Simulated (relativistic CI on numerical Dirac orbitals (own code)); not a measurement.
**Ti³⁺: what numerical and physical settings do to a radial Dirac CI calculation**

Reference input:

```
atom Ti  Z=22  charge=3  electrons=19
nucleus A=48  rms_radius_fm=3.5921
hamiltonian dirac-coulomb  breit=on  qed=on  c_scale=1
orbitals kli  potential=per-configuration
slater_scale 1
correlation none
mixing on
grid step=0.0125 r_max=25.7
scf mixing=0.4 start=green max_iterations=150 tolerance=2e-08 node_fill=0.05
configurations
  [Ar] 3d
end
```

Computed lowest total energy -850.75330 Ha, first excitation 347.8 cm⁻¹, 10 SCF steps. Runs with settings changed; * marks those that are bad on purpose:

```
                                                                         Changed        Outcome  Lowest level    ΔE (Ha)  First excitation (cm⁻¹)  SCF steps                                         Message
         Slater scale 1.2, node fill of the KLI weights 0.01, iteration limit 30      converged      3d ²D3/2   0.000703                    343.4         10                                                
            node fill of the KLI weights 0, SCF mixing 0.7, start potential bare      converged      3d ²D3/2    0.00098                    342.2         10                                                
                                                                Slater scale 1.2      converged      3d ²D3/2          0                    347.8         10                                                
end of the grid at 77.1 bohr, node fill of the KLI weights 0, iteration limit 30      converged      3d ²D3/2    0.00098                    342.2         10                                                
                                                                SCF mixing 1.3 *      converged      3d ²D3/2  -2.01e-10                    347.8         10                                                
                                                             iteration limit 4 *  not converged                                                            4  SCF of 1s2 2s2 2p6 3s2 3p6 3d did not converge
```

With so few configurations and no correlation, terms lie too far apart (by 10 to 50 % near neutrality), their order can be wrong, and levels of other configurations are missing.
